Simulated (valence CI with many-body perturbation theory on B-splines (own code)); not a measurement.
**E1 line list for Pt⁷⁺**

Method: configuration interaction combined with many-body perturbation theory (CI+MBPT): three valence electrons over a frozen Dirac-Fock core [Xe] 4f14, a basis of 7 s, 7 p, 8 d, 6 f, 4 g, 1 h functions for each j, with the one-electron correlation potential Σ1 (screened to all orders), the two-electron term Σ2, the three-electron term Σ3, Breit, model QED; selected single and double excitations, second order for the rest, scaled by the run's own slope (own B-spline code, finite nucleus).

No measured levels were compared; by estimate terms of the open shell hold to 2 to 4 % of their energy, and close levels can change places; different configurations can be misplaced against each other by 1,000 to 8,000 cm⁻¹. The list stops below the first excitations out of the core.

Lines 51 to 100 of 436 in falling wavelength, among levels below 39.955 eV, chosen from the strongest by gf and those to the six lowest levels. Wavelengths and rates use the calculated energies, so an error of 2000 cm⁻¹ moves a line at 1264 Å by 2.5 % and its rate by three times that or more. Electric multipoles are in the length gauge, E1 and E2 with the static RPA response of the core. Weak lines are less certain than strong ones. Lines between different terms over intervals too small for the method are left out, as are lines whose strength nearly cancels. The highest levels of a list are the least certain.

Levels are named by their leading jj configuration (3d3/2^4 stands for four electrons in 3d with j = 3/2), which in mixed levels can hold well under half, so a name can repeat and another be missing. Letters in brackets count levels of one name in rising energy.

| λ vac (Å) | Upper | Lower | A (s⁻¹) | log gf | Branch % |
| --- | --- | --- | --- | --- | --- |
| 1264 | (5d3/2 5d5/2 6p1/2) J=7/2 [b] | (5d5/2^2 6s) J=9/2 | 2.27e+05 | -3.36 | 0.0 |
| 1264 | (5d3/2^2 6p3/2) J=1/2 | (5d5/2^2 6s) J=3/2 | 6.71e+05 | -3.49 | 0.0 |
| 1255 | (5d3/2^2 6p1/2) J=1/2 | (5d3/2 5d5/2 6s) J=3/2 [b] | 1.71e+07 | -2.09 | 0.1 |
| 1231 | (5d3/2^2 6p3/2) J=3/2 | (5d5/2^2 6s) J=5/2 | 2.38e+06 | -2.66 | 0.0 |
| 1228 | (5d3/2 5d5/2 6p1/2) J=3/2 [a] | (5d3/2 5d5/2 6s) J=1/2 | 1.00e+08 | -1.04 | 0.7 |
| 1222 | (5d3/2 5d5/2 6p1/2) J=7/2 [a] | (5d3/2 5d5/2 6s) J=5/2 [b] | 3.55e+07 | -1.20 | 0.5 |
| 1213 | (5d3/2^2 6p3/2) J=5/2 | (5d5/2^2 6s) J=7/2 | 1.28e+05 | -3.77 | 0.0 |
| 1212 | (5d3/2^2 6p3/2) J=5/2 | (5d5/2^2 6s) J=5/2 | 1.07e+06 | -2.85 | 0.0 |
| 1208 | (5d3/2 5d5/2 6p1/2) J=1/2 | (5d3/2 5d5/2 6s) J=1/2 | 2.02e+08 | -1.05 | 1.4 |
| 1202 | (5d3/2 5d5/2 6p1/2) J=5/2 [a] | (5d3/2 5d5/2 6s) J=5/2 [b] | 4.95e+05 | -3.19 | 0.0 |
| 1196 | (5d3/2 5d5/2 6p1/2) J=5/2 [a] | (5d3/2 5d5/2 6s) J=3/2 [a] | 3.24e+06 | -2.38 | 0.0 |
| 1190 | (5d3/2^2 6p3/2) J=7/2 | (5d5/2^2 6s) J=7/2 | 2.31e+07 | -1.41 | 0.1 |
| 1189 | (5d3/2^2 6p3/2) J=7/2 | (5d5/2^2 6s) J=5/2 | 2.63e+06 | -2.35 | 0.0 |
| 1178 | (5d3/2 5d5/2 6p1/2) J=7/2 [a] | (5d3/2 5d5/2 6s) J=9/2 | 1.43e+07 | -1.62 | 0.2 |
| 1175 | (5d3/2^2 6p1/2) J=1/2 | (5d3/2 5d5/2 6s) J=3/2 [a] | 7.37e+06 | -2.52 | 0.0 |
| 1154 | (5d3/2 5d5/2 6p1/2) J=3/2 [a] | (5d3/2 5d5/2 6s) J=3/2 [b] | 2.87e+07 | -1.64 | 0.2 |
| 1148 | (5d3/2 5d5/2 6p1/2) J=3/2 [b] | (5d3/2 5d5/2 6s) J=1/2 | 2.33e+08 | -0.73 | 1.3 |
| 1148 | (5d3/2^2 6p3/2) J=7/2 | (5d5/2^2 6s) J=9/2 | 6.50e+06 | -1.99 | 0.0 |
| 1144 | (5d3/2 5d5/2 6p1/2) J=9/2 | (5d3/2 5d5/2 6s) J=7/2 [b] | 4.81e+08 | -0.02 | 4.6 |
| 1141 | (5d5/2^2 6p1/2) J=3/2 | (5d5/2^2 6s) J=3/2 | 9.40e+07 | -1.13 | 0.5 |
| 1135 | (5d3/2 5d5/2 6p1/2) J=1/2 | (5d3/2 5d5/2 6s) J=3/2 [b] | 4.50e+08 | -0.76 | 3.1 |
| 1132 | (5d5/2^2 6p1/2) J=5/2 | (5d5/2^2 6s) J=3/2 | 6.06e+08 | -0.16 | 5.0 |
| 1132 | (5d3/2 5d5/2 6p1/2) J=5/2 [b] | (5d3/2 5d5/2 6s) J=3/2 [b] | 3.01e+08 | -0.46 | 2.3 |
| 1131 | (5d3/2 5d5/2 6p1/2) J=5/2 [b] | (5d3/2 5d5/2 6s) J=7/2 [b] | 1.27e+07 | -1.83 | 0.1 |
| 1126 | (5d3/2^2 6p1/2) J=5/2 | (5d3/2^2 6s) J=5/2 | 5.29e+08 | -0.22 | 13.1 |
| 1126 | (5d3/2 5d5/2 6p1/2) J=7/2 [a] | (5d3/2 5d5/2 6s) J=5/2 [a] | 4.46e+08 | -0.17 | 6.3 |
| 1120 | (5d3/2^2 6p3/2) J=3/2 | (5d3/2 5d5/2 6s) J=1/2 | 3.55e+07 | -1.57 | 0.2 |
| 1117 | (5d3/2 5d5/2 6p1/2) J=7/2 [b] | (5d3/2 5d5/2 6s) J=7/2 [b] | 4.59e+08 | -0.16 | 2.6 |
| 1112 | (5d5/2^2 6p1/2) J=7/2 | (5d5/2^2 6s) J=7/2 | 4.96e+08 | -0.13 | 2.8 |
| 1111 | (5d5/2^2 6p1/2) J=7/2 | (5d5/2^2 6s) J=5/2 | 1.79e+07 | -1.58 | 0.1 |
| 1109 | (5d3/2 5d5/2 6p1/2) J=5/2 [a] | (5d3/2 5d5/2 6s) J=5/2 [a] | 3.69e+08 | -0.39 | 2.7 |
| 1103 | (5d5/2^2 6p1/2) J=9/2 | (5d5/2^2 6s) J=7/2 | 3.95e+08 | -0.14 | 3.8 |
| 1095 | (5d3/2 5d5/2 6p3/2) J=5/2 | (5d5/2^2 6s) J=3/2 | 1.33e+07 | -1.84 | 0.1 |
| 1091 | (5d3/2 5d5/2 6p1/2) J=3/2 [a] | (5d3/2 5d5/2 6s) J=5/2 [b] | 8.92e+08 | -0.20 | 6.3 |
| 1087 | (5d3/2^2 6p1/2) J=1/2 | (5d3/2^2 6s) J=1/2 | 1.25e+09 | -0.35 | 7.5 |
| 1086 | (5d3/2 5d5/2 6p1/2) J=3/2 [a] | (5d3/2 5d5/2 6s) J=3/2 [a] | 2.85e+08 | -0.70 | 2.0 |
| 1083 | (5d3/2 5d5/2 6p1/2) J=3/2 [b] | (5d3/2 5d5/2 6s) J=3/2 [b] | 2.87e+08 | -0.69 | 1.6 |
| 1081 | (5d3/2^2 6p1/2) J=5/2 | (5d3/2^2 6s) J=3/2 | 8.45e+08 | -0.05 | 21.0 |
| 1075 | (5d5/2^2 6p1/2) J=7/2 | (5d5/2^2 6s) J=9/2 | 7.46e+08 | 0.01 | 4.2 |
| 1071 | (5d3/2 5d5/2 6p1/2) J=5/2 [b] | (5d3/2 5d5/2 6s) J=5/2 [b] | 4.64e+08 | -0.32 | 3.5 |
| 1070 | (5d3/2 5d5/2 6p1/2) J=1/2 | (5d3/2 5d5/2 6s) J=3/2 [a] | 5.97e+08 | -0.69 | 4.1 |
| 1069 | (5d3/2^2 6p3/2) J=1/2 | (5d3/2 5d5/2 6s) J=1/2 | 4.55e+05 | -3.81 | 0.0 |
| 1067 | (5d5/2^2 6p1/2) J=9/2 | (5d5/2^2 6s) J=9/2 | 6.92e+08 | 0.07 | 6.7 |
| 1066 | (5d3/2 5d5/2 6p1/2) J=5/2 [b] | (5d3/2 5d5/2 6s) J=3/2 [a] | 3.26e+08 | -0.48 | 2.5 |
| 1064 | (5d5/2^2 6p1/2) J=3/2 | (5d5/2^2 6s) J=5/2 | 1.30e+09 | -0.05 | 6.9 |
| 1063 | (5d3/2 5d5/2 6p1/2) J=7/2 [a] | (5d3/2 5d5/2 6s) J=7/2 [a] | 6.91e+08 | -0.03 | 9.8 |
| 1059 | (5d3/2 5d5/2 6p1/2) J=7/2 [b] | (5d3/2 5d5/2 6s) J=5/2 [b] | 7.57e+06 | -1.99 | 0.0 |
| 1058 | (5d3/2^2 6p3/2) J=3/2 | (5d3/2 5d5/2 6s) J=3/2 [b] | 4.84e+07 | -1.49 | 0.3 |
| 1057 | (5d5/2^2 6p1/2) J=5/2 | (5d5/2^2 6s) J=7/2 | 7.23e+07 | -1.14 | 0.6 |
| 1056 | (5d3/2^2 6p1/2) J=3/2 | (5d3/2^2 6s) J=5/2 | 1.13e+09 | -0.12 | 6.9 |
